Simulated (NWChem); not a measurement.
System: C$_{4}$H$_{3}$NO; SMILES C#C/C=N/C=O

Parts of the log:

```
             Northwest Computational Chemistry Package (NWChem) 7.3.0
             --------------------------------------------------------

                             Geometry "geometry" -> ""
                             -------------------------

 Output coordinates in angstroms (scale by  1.889725989 to convert to a.u.)

  No.       Tag          Charge          X              Y              Z
 ---- ---------------- ---------- -------------- -------------- --------------
    1 C                    6.0000    -0.29134000     3.03177100    -0.00623500
    2 C                    6.0000    -0.03951300     1.84733600     0.06201500
    3 C                    6.0000     0.29143200     0.46743400     0.20497600
    4 N                    7.0000    -0.02052800    -0.40798400    -0.66952600
    5 C                    6.0000     0.26827600    -1.74466100    -0.38846600
    6 O                    8.0000     0.03193700    -2.29417800     0.65426100
    7 H                    1.0000    -0.52506000     4.07887400    -0.08215500
    8 H                    1.0000     0.83994400     0.19109400     1.12557000
    9 H                    1.0000     0.69800100    -2.27548100    -1.26867900

 Effective nuclear repulsion energy (a.u.)     183.1737515453

  xc_inp: hfexch multiplicative factor not found.

                                 NWChem DFT Module
                                 -----------------

 Summary of "ao basis" -> "ao basis" (spherical)
 ------------------------------------------------------------------------------
       Tag                 Description            Shells   Functions and Types
 ---------------- ------------------------------  ------  ---------------------
 C                           6-31g*                  6       14   3s2p1d
 N                           6-31g*                  6       14   3s2p1d
 O                           6-31g*                  6       14   3s2p1d
 H                           6-31g*                  2        2   2s

            General Information
            -------------------
          SCF calculation type: DFT
          Wavefunction type:  closed shell.
          No. of atoms     :     9
          No. of electrons :    42
           Alpha electrons :    21
            Beta electrons :    21
          Charge           :     0
          Spin multiplicity:     1
          Use of symmetry is: off; symmetry adaption is: off
          Maximum number of iterations: 150
          AO basis - number of functions:    90
                     number of shells:    42
          Convergence on energy requested:  1.00D-06
          Convergence on density requested:  1.00D-05
          Convergence on gradient requested:  5.00D-04

              XC Information
              --------------
                     Hartree-Fock (Exact) Exchange  1.000

      Superposition of Atomic Density Guess
      -------------------------------------

 Sum of atomic energies:        -281.18380469

      Non-variational initial energy
      ------------------------------

 Total energy =    -284.190571
 1-e energy   =    -743.600429
 2-e energy   =     276.236107
 HOMO         =      -0.314538
 LUMO         =      -0.071487

     ---------------------------------------------
      Total Density - Mulliken Population Analysis
     ---------------------------------------------

    Atom       Charge   Shell Charges
 -----------   ------   -------------------------------------------------------
    1 C    6     6.39   2.00  0.75  1.84  0.71  1.07  0.03
    2 C    6     5.87   2.00  0.74  1.90  0.50  0.70  0.03
    3 C    6     5.69   2.00  0.71  1.66  0.45  0.81  0.06
    4 N    7     7.62   2.00  0.85  2.46  0.84  1.45  0.03
    5 C    6     5.22   2.00  0.70  1.50  0.44  0.49  0.10
    6 O    8     8.84   2.00  0.96  3.12  0.92  1.83  0.02
    7 H    1     0.71   0.42  0.29
    8 H    1     0.80   0.47  0.33
    9 H    1     0.85   0.48  0.38

   convergence    iter        energy       DeltaE   RMS-Dens  Diis-err
 ---------------- ----- ----------------- --------- --------- ---------
 d= 0,ls=0.0,diis     1   -282.2903464523 -4.65D+02  1.22D-02  1.02D+00
 d= 0,ls=0.0,diis     2   -282.3830633965 -9.27D-02  4.49D-03  4.56D-01
 d= 0,ls=0.0,diis     3   -282.4259256376 -4.29D-02  1.73D-03  1.34D-02
 d= 0,ls=0.0,diis     4   -282.4285469281 -2.62D-03  5.82D-04  2.55D-03
 d= 0,ls=0.0,diis     5   -282.4290018219 -4.55D-04  3.07D-04  3.10D-04
  Resetting Diis
 d= 0,ls=0.0,diis     6   -282.4291023316 -1.01D-04  1.86D-04  6.07D-05
 d= 0,ls=0.0,diis     7   -282.4291306983 -2.84D-05  3.66D-05  8.58D-06
 d= 0,ls=0.0,diis     8   -282.4291330677 -2.37D-06  1.83D-05  2.02D-06
 d= 0,ls=0.0,diis     9   -282.4291339731 -9.05D-07  3.02D-05  1.28D-06
 d= 0,ls=0.0,diis    10   -282.4291346361 -6.63D-07  4.15D-06  5.39D-08

         Total DFT energy =     -282.429134636133
      One electron energy =     -746.099656130323
           Coulomb energy =      317.045752411124
    Exchange-Corr. energy =      -36.548982462226
 Nuclear repulsion energy =      183.173751545292

 Numeric. integr. density =        0.000000000000

                       DFT Final Molecular Orbital Analysis
                       ------------------------------------

 Vector   19  Occ=2.000000D+00  E=-4.337137D-01
              MO Center=  6.1D-02, -1.0D+00, -9.3D-02, r^2= 3.0D+00
   Bfn.  Coefficient  Atom+Function         Bfn.  Coefficient  Atom+Function
  ----- ------------  ---------------      ----- ------------  ---------------
    74      0.387978  6 O  py                47     -0.312831  4 N  pz
    78      0.301326  6 O  py                51     -0.268893  4 N  pz
    46      0.195568  4 N  py                45     -0.175884  4 N  px
    50      0.160832  4 N  py                49     -0.157844  4 N  px
    88      0.154599  8 H  s                 75      0.143869  6 O  pz

 Vector   20  Occ=2.000000D+00  E=-4.196810D-01
              MO Center= -1.3D-01,  2.0D+00,  3.7D-02, r^2= 3.0D+00
   Bfn.  Coefficient  Atom+Function         Bfn.  Coefficient  Atom+Function
  ----- ------------  ---------------      ----- ------------  ---------------
     5      0.346772  1 C  pz                19      0.332236  2 C  pz
     9      0.236018  1 C  pz                23      0.220991  2 C  pz
     3      0.170650  1 C  px                17      0.157861  2 C  px
    74      0.141275  6 O  py                78      0.112551  6 O  py
     7      0.109822  1 C  px                46      0.109995  4 N  py

 Vector   21  Occ=2.000000D+00  E=-3.967951D-01
              MO Center= -9.0D-02,  1.4D+00, -1.0D-01, r^2= 3.7D+00
   Bfn.  Coefficient  Atom+Function         Bfn.  Coefficient  Atom+Function
  ----- ------------  ---------------      ----- ------------  ---------------
     3      0.294523  1 C  px                17      0.279494  2 C  px
    45     -0.261444  4 N  px                49     -0.218955  4 N  px
     7      0.202482  1 C  px                21      0.201930  2 C  px
     5     -0.147904  1 C  pz                19     -0.144482  2 C  pz
    47      0.127369  4 N  pz                73      0.126275  6 O  px

 Vector   22  Occ=0.000000D+00  E= 6.052286D-02
              MO Center=  7.9D-02,  5.2D-01, -7.1D-02, r^2= 4.2D+00
   Bfn.  Coefficient  Atom+Function         Bfn.  Coefficient  Atom+Function
  ----- ------------  ---------------      ----- ------------  ---------------
    35      0.365020  3 C  px                 7     -0.317818  1 C  px
    49     -0.302395  4 N  px                31      0.276015  3 C  px
    37     -0.242804  3 C  pz                45     -0.221844  4 N  px
     3     -0.209905  1 C  px                63     -0.206724  5 C  px
    51      0.184011  4 N  pz                 9      0.181445  1 C  pz

[...]

                     NWChem Electrostatic Potential Fit Module
                     -----------------------------------------

 Atom parameters

 Number of atoms is                                    9
 Number of basis functions is                         90

 Grid parameters

 Maximum number of grid points is                  38675
 Number of grid points is                          38674
 Grid range                                     0.300000 nm
 Grid spacing                                   0.020000 nm
 Probe radius                                   0.070000 nm
 Atom radius factor                             1.000000

 Atomic radii

    1    0.100000
    6    0.147000
    7    0.140000
    8    0.136000
 FASTESP  F
  using M.O. file = ./job.movecs

    Atom              Coordinates                           Charge

                                                  ESP

    1 C    -0.029134    0.303177   -0.000624   -0.302963
    2 C    -0.003951    0.184734    0.006202   -0.126674
    3 C     0.029143    0.046743    0.020498    0.528549
    4 N    -0.002053   -0.040798   -0.066953   -0.601729
    5 C     0.026828   -0.174466   -0.038847    0.747261
    6 O     0.003194   -0.229418    0.065426   -0.564882
    7 H    -0.052506    0.407887   -0.008216    0.302838
    8 H     0.083994    0.019109    0.112557    0.036355
    9 H     0.069800   -0.227548   -0.126868   -0.018755
                                            ------------
                                               -0.000000

 Dipole moment                                  1.315129

 Quadrupole moment Qxx                         -1.693838
                   Qyy                          8.940336
                   Qzz                         -7.246497

 RMS deviation kJ/mol                           0.068900

 RRMS %                                        23.590807
```

Level: Hartree-Fock/6-31G* (spherical d). The geometry was optimised at PBE0/def2-SVP.

**Question.** Which NWChem input produces such a log?

**Answer.** This is not unique; one that fits is the input that was run:
```
start job
memory heap 200 mb stack 900 mb global 1100 mb
geometry units angstroms noautosym nocenter noautoz
  C     -0.291340     3.031771    -0.006235
  C     -0.039513     1.847336     0.062015
  C      0.291432     0.467434     0.204976
  N     -0.020528    -0.407984    -0.669526
  C      0.268276    -1.744661    -0.388466
  O      0.031937    -2.294178     0.654261
  H     -0.525060     4.078874    -0.082155
  H      0.839944     0.191094     1.125570
  H      0.698001    -2.275481    -1.268679
end
basis spherical
  * library 6-31g*
end
dft
  xc hfexch
  iterations 150
  mulliken
end
task dft energy
esp
  recalculate
  probe 0.07
  range 0.3
  factor 1.0
  spacing 0.02
end
task esp
```
